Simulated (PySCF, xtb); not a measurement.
C₄H₁₃NSi, SMILES CCN[C@H](C)[SiH3].

GFN2-xTB (xtb) at its own geometry gives an orbital gap of 4.65 eV and a dipole moment of 1.15 D.

The structure is a stationary point at B3LYP-D3(BJ)/def2-SVP. The structure was generated by enumeration; whether it is a known compound was not checked. Other conformers were not sampled.

Q: What does B3LYP/def2-TZVP run with PySCF give? (The exact figures need the calculation; the answer reports its results.)

A: gap 6.60 eV (levels -6.13 and 0.47 eV), dipole 1.53 D.
